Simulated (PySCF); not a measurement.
C$_{3}$H$_{11}$InOSi (SMILES C[Si](C)(C)[O][InH2]), singlet, at the geometry of the source list (all electrons, no relativity); CASSCF(6,7)/STO-3G in PySCF.

Here is a job for PySCF.
```python
from pyscf import gto, scf, mcscf
import numpy

mol = gto.M(
    atom='''
In    0.63690000   -0.61290000    2.70760000
H    -1.01140000   -0.65290000    3.11070000
H     1.95650000   -0.92470000    3.74120000
O     1.22500000   -0.10300000    0.90140000
Si    0.21230000    0.10810000   -0.34890000
C    -1.01530000    1.50630000    0.09760000
C     1.24310000    0.51560000   -1.89340000
C    -0.80380000   -1.50100000   -0.55780000
H    -1.72680000    1.71190000   -0.69490000
H    -0.48330000    2.42880000    0.31680000
H    -1.57400000    1.22440000    0.99360000
H     1.82460000    1.41900000   -1.74490000
H     0.60350000    0.66820000   -2.75630000
H     1.93350000   -0.28720000   -2.12580000
H    -1.37520000   -1.68730000    0.35630000
H    -0.14570000   -2.35280000   -0.71390000
H    -1.49970000   -1.46040000   -1.38930000
''',
    basis='sto-3g',
    verbose=4,
)

mf = scf.RHF(mol)
mf.kernel()
mc = mcscf.CASSCF(mf, 7, 6)
mc.fix_spin_(ss=0.0)
mc.kernel()
occ = numpy.linalg.eigvalsh(mc.fcisolver.make_rdm1(mc.ci, mc.ncas, mc.nelecas))[::-1]
ss = mc.fcisolver.spin_square(mc.ci, mc.ncas, mc.nelecas)[0]
print('natural occupations', occ.round(4), ' <S^2>', round(ss, 4))
```

The log (banner, timings and long lists left out):

```
PySCF version 2.14.0

[INPUT] verbose = 4
[INPUT] num. atoms = 17
[INPUT] num. electrons = 100
[INPUT] charge = 0
[INPUT] spin (= nelec alpha-beta = 2S) = 0
[INPUT] symmetry False subgroup None
[INPUT] Mole.unit = angstrom
[INPUT] Symbol           X                Y                Z      unit          X                Y                Z       unit  Magmom
[...]
nuclear repulsion = 671.844740954416
number of shells = 39
number of NR pGTOs = 201
number of NR cGTOs = 67
basis = sto-3g
ecp = {}

******** <class 'pyscf.scf.hf.RHF'> ********
method = RHF
initial guess = minao
damping factor = 0
level_shift factor = 0
DIIS = <class 'pyscf.scf.diis.CDIIS'>
diis_start_cycle = 1
diis_space = 8
diis_damp = 0
SCF conv_tol = 1e-09
SCF conv_tol_grad = None
SCF max_cycles = 50
direct_scf = True
direct_scf_tol = 1e-13
Set gradient conv threshold to 3.16228e-05
Initial guess from minao.
init E= -6145.7692491576
[...]
cycle= 1 E= -6160.85025045984  delta_E= -15.1  |g|= 0.666  |ddm|= 4.64
[...]
cycle= 2 E= -6160.9904535956  delta_E= -0.14  |g|= 0.385  |ddm|= 1.54
[...]
cycle= 3 E= -6161.04017086969  delta_E= -0.0497  |g|= 0.0652  |ddm|= 0.603
[...]
cycle= 4 E= -6161.04222668802  delta_E= -0.00206  |g|= 0.0138  |ddm|= 0.122
[...]
cycle= 5 E= -6161.04238858204  delta_E= -0.000162  |g|= 0.00386  |ddm|= 0.0407
[...]
cycle= 6 E= -6161.04240341797  delta_E= -1.48e-05  |g|= 0.00119  |ddm|= 0.0122
[...]
cycle= 7 E= -6161.04240514879  delta_E= -1.73e-06  |g|= 0.000232  |ddm|= 0.00505
[...]
cycle= 8 E= -6161.04240521786  delta_E= -6.91e-08  |g|= 8.37e-05  |ddm|= 0.0009
[...]
cycle= 9 E= -6161.04240522714  delta_E= -9.28e-09  |g|= 1.95e-05  |ddm|= 0.000384
[...]
cycle= 10 E= -6161.04240522761  delta_E= -4.7e-10  |g|= 4.5e-06  |ddm|= 8.14e-05
[...]
Extra cycle  E= -6161.04240522758  delta_E= 3e-11  |g|= 1.91e-06  |ddm|= 1.12e-05
converged SCF energy = -6161.04240522758

******** <class 'pyscf.mcscf.mc1step.CASSCF'> ********
CAS (3e+3e, 7o), ncore = 47, nvir = 13
max_cycle_macro = 50
max_cycle_micro = 4
conv_tol = 1e-07
conv_tol_grad = None
orbital rotation max_stepsize = 0.02
orbital rotation threshold for CI restart = 0.01
augmented hessian ah_max_cycle = 30
augmented hessian ah_conv_tol = 1e-12
augmented hessian ah_linear dependence = 1e-14
augmented hessian ah_level shift = 1e-08
augmented hessian ah_start_tol = 2.5
augmented hessian ah_start_cycle = 3
augmented hessian ah_grad_trust_region = 3
kf_trust_region = 3
kf_interval = 4
ci_response_space = 4
ci_grad_trust_region = 3
[...]
CASCI E = -6161.05245767410  S^2 = 0.0000000
[...]
               |grad[o]|=0.00521  |grad[c]|=0.0165  |ddm|=0.0123  |maxRot[o]|=0.0291
macro iter  22 ( 21 JK    4 micro), CASSCF E = -6161.09510483807  dE =  4.80238668e-07  S^2 = 0.0000000
               |grad[o]|=0.00528  |grad[c]|=0.0173  |ddm|=0.0125  |maxRot[o]|=0.0218
macro iter  23 ( 17 JK    4 micro), CASSCF E = -6161.09583481023  dE = -7.29972159e-04  S^2 = 0.0000000
               |grad[o]|=0.00536  |grad[c]|= 0.01  |ddm|=0.00965  |maxRot[o]|=0.0595
macro iter  24 ( 12 JK    3 micro), CASSCF E = -6161.09638506496  dE = -5.50254733e-04  S^2 = 0.0000000
               |grad[o]|=0.0039  |grad[c]|=0.0102  |ddm|=0.0117  |maxRot[o]|=0.0796
macro iter  25 ( 18 JK    4 micro), CASSCF E = -6161.09674317699  dE = -3.58112031e-04  S^2 = 0.0000000
               |grad[o]|=0.00273  |grad[c]|=0.00289  |ddm|=0.00785  |maxRot[o]|=0.152
macro iter  26 ( 19 JK    4 micro), CASSCF E = -6161.09681463603  dE = -7.14590406e-05  S^2 = 0.0000000
               |grad[o]|=0.00177  |grad[c]|=0.00397  |ddm|=0.0042  |maxRot[o]|=0.0717
macro iter  27 ( 19 JK    4 micro), CASSCF E = -6161.09686159342  dE = -4.69573852e-05  S^2 = 0.0000000
               |grad[o]|=0.00143  |grad[c]|=0.00345  |ddm|=0.00242  |maxRot[o]|=0.035
macro iter  28 ( 19 JK    4 micro), CASSCF E = -6161.09689867877  dE = -3.70853568e-05  S^2 = 0.0000000
               |grad[o]|=0.00108  |grad[c]|=0.00167  |ddm|=0.000877  |maxRot[o]|=0.0352
macro iter  29 ( 13 JK    3 micro), CASSCF E = -6161.09690485051  dE = -6.17173100e-06  S^2 = 0.0000000
               |grad[o]|=0.000415  |grad[c]|=0.000486  |ddm|=0.000717  |maxRot[o]|=0.0196
macro iter  30 (  6 JK    1 micro), CASSCF E = -6161.09690498144  dE = -1.30935405e-07  S^2 = 0.0000000
               |grad[o]|=8.26e-05  |grad[c]|=9.04e-05  |ddm|=7.29e-05  |maxRot[o]|=0.00346
macro iter  31 (  3 JK    1 micro), CASSCF E = -6161.09690498373  dE = -2.28465069e-09  S^2 = 0.0000000
               |grad[o]|=3.24e-05  |grad[c]|=1.84e-05  |ddm|=    0  |maxRot[o]|=0.000291
1-step CASSCF converged in  31 macro (556 JK 115 micro) steps
CASSCF canonicalization
Density matrix diagonal elements [1.96916485 1.97252494 1.97302176 0.0058737  0.03326456 0.02418124
 0.02196895]
CASSCF energy = -6161.09690498373
CASCI E = -6161.09690498373  E(CI) = -8.16195784829961  S^2 = 0.0000000
natural occupations [1.9772e+00 1.9740e+00 1.9683e+00 3.3000e-02 2.4700e-02 2.1900e-02
 9.0000e-04]  <S^2> 0.0
```
